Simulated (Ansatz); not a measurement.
# Worked example: a bond strength in C2H5BClF (SMILES BC(F)CCl)

The species is C2H5BClF (10 atoms), meant as a singlet with charge 0. As SMILES, `BC(F)CCl`. Geometry: optimised at PBE0/def2-SVP. This is one conformer, not always the lowest.

```xyz
10

B    -1.3119   -0.7164   -0.2761
C     0.1750   -0.4892    0.1419
F     0.5221   -1.0692    1.3400
C     0.6660    0.9398    0.0980
Cl    2.4445    1.0571    0.2209
H    -2.0048   -1.4994    0.3225
H    -1.7256   -0.1605   -1.2653
H     0.7022   -1.0458   -0.6738
H     0.2507    1.5143    0.9378
H     0.3649    1.4184   -0.8433
```

Wanted: the dissociation energy of the C2–B1 bond into doublet C2H3ClF and doublet BH2 (shapes relaxed at PBE0/def2-SVP, no zero-point term). 1 Eh = 2625.50 kJ/mol = 27.2114 eV. Totals in Eh; open shells run unrestricted unless said.

```
         level  program     C2H5BClF  doublet C2H3ClF  doublet BH2
  PBE/def2-SVP   Ansatz  -663.332822      -637.323526   -25.852371
B3LYP/def2-SVP   Ansatz  -663.793190      -637.724895   -25.914536
```

Work out the dissociation energy at each level.


1. PBE/def2-SVP: (-637.323526) + (-25.852371) − (-663.332822) = 0.156925 Eh = 412.0 kJ/mol = 4.27 eV.
2. B3LYP/def2-SVP: (-637.724895) + (-25.914536) − (-663.793190) = 0.153759 Eh = 403.7 kJ/mol = 4.18 eV.

The levels span 404 to 412 kJ/mol; no measured value is set beside them. A bond enthalpy at 298 K also holds the loss of zero-point energy and thermal terms.
